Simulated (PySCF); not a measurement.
Sn(Cl)3(Et) (C2H5Cl3Sn), SMILES [Cl][Sn]([Cl])([Cl])[CH2]C.

Geometry: B3LYP-D3(BJ)/def2-SVP. The def2 effective core potentials stand for the cores of Sn; spin–orbit coupling is left out. Other conformers were not sampled.

Computed with PBE/def2-TZVP (PySCF).

The molecule is in vacuum.

Problem. Estimate the frontier levels, gap, dipole moment and polarisability. (An estimate is asked for; the answer gives what the named calculation found.)

Solution. 
```json
{
  "highest_occupied_level": "-7.51 eV",
  "lowest_empty_level": "-3.28 eV",
  "orbital_gap": "4.23 eV",
  "dipole_moment": "3.93 D",
  "quadrupole, principal values (traceless, Buckingham form, about the centre of nuclear charge)": "-4.25, -3.85, 8.10 D·Å",
  "mean_static_polarisability": "104.8 bohr³ (15.53 Å³)",
  "polarisability_principal_values": "98.4, 99.8, 116.2 bohr³"
}
```
